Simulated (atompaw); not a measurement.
**Before and after: PAW (atompaw) potential for C (Z = 6)**

atompaw 4.2.0.5 input, output lines left out:

```
C 6
LDA-PW scalarrelativistic loggrid 1500 logderivrange -3 5 201
2 2 0 0 0 0
2 0 1.5
2 1 2.5
0 0 0
c
v
v
2
2.35 2.15 1.95 1.55
y
0.45
n
y
0.05
n
y
-0.2
y
2.45
n
custom rrkj gramschmidtortho besselshape
3 1 troulliermartins
2.35
2.35
2.35
2.30
2.35
2.35
```

Change: all radii scaled by about 1.11 (s 2.60, p 2.60, d 2.60 bohr); local potential troulliermartins scheme with l = 3 at 1 Ry, radius 2.16 bohr; augmentation besselshape compensation charge, radius 2.38 bohr; PAW radius 2.60 bohr; waves and projectors: custom rrkj gramschmidtortho; core correction smooth core density matched at 1.72 bohr.

Cutoffs: the cutoffs (Ry, on a coarse ladder) from which the occupation-weighted sum of valence levels, in a spherical-Bessel basis at the reference potential, stays within 10 and 1 mRy of its value at 400 Ry; they do not see the model core or the augmentation charge, which bear on the density cutoff.

Task: What does the change do?

Result: The potential gets softer (12 Ry and 15 Ry → 10 Ry and 12 Ry); neither file shows a bound ghost. A larger radius leaves more room for a smooth pseudo-wave, so fewer plane waves are needed.

| quantity | base | changed |
| --- | --- | --- |
| cutoff, loose | 12 Ry | 10 Ry |
| cutoff, tight | 15 Ry | 12 Ry |
| loose cutoff by channel (10 mRy a level) | s 6 Ry, p 10 Ry | s 6 Ry, p 8 Ry |
| bound ghosts | none | none |
| lowest overlap eigenvalue by channel | s 0.18, p 1.00, d 0.86 | s 0.12, p 0.97, d 0.94 |

 The cutoffs see the waves, projectors and local potential, not the compensation charge or the core.
